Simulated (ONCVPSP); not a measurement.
## Pseudopotential generation for Sc (Z = 21): ONCV, PBE, fully relativistic.

ONCVPSP 4.0.1 input, shortened (lines: element, Z, core and valence counts, functional; n l f; lmax; l rc ep ncon nbas qcut; lloc lpopt rc5 dvloc0; l nproj debl; icmod fcfact rcfact), PBE, fully relativistic:

```
  Sc 21.00    3    4        4      upf
    1    0    2.00
    2    0    2.00
    2    1    6.00
    3    0    2.00
    3    1    6.00
    3    2    1.00
    4    0    1.00
    2
    0    1.85    0.00    3    7    6.50
    1    1.10    0.00    4    8    7.80
    2    2.15    0.00    4    8    7.20
    4    2    0.90    6.00
    0    2    2.70
    1    2    1.40
    2    3    3.70
    0    0.00    0.00
```

Open shells are filled in proportion to 2j + 1.

In the p channel the program set the typed energies aside and used -1.486, 0.250 Ha (j = l + 1/2; the other j can differ).

All-electron outer shells of the reference configuration (PBE, scalar-relativistic, ld1.x):

```csv
shell,level (eV),outermost node (bohr),outermost maximum (bohr)
2p,-395.28,–,0.23
3s,-62.04,0.42,0.92
3p,-40.62,0.39,0.97
3d,-9.97,–,1.10
4s,-9.73,1.32,2.91
```

(1) Estimate the cutoffs (Ha) at which the residual kinetic energy of the hardest occupied pseudo-wave falls to 1 and 0.1 mHa per electron.

(2) What does a ghost test show?

(3) Which valence shell sets the plane-wave cutoff?

(4) Tests: 3s2 3p6 3d1 4s2; 3s2 3p6 3d1 4s0; 3s2 3p6 3d0 4s0; 3s2 3p6 3d0 4s2 4p1. Which has the largest error in its energy relative to the reference configuration, and how large is it?

Results:

(1) 25 Ha and 92 Ha.

(2) No bound ghost flagged; no localised positive-energy state flagged.

(3) 3p: 25 Ha for 1 mHa per electron, against 19 Ha for 3d.

(4) 3s2 3p6 3d0 4s0, with +150 meV (all-electron minus pseudo) on +37.64 eV.
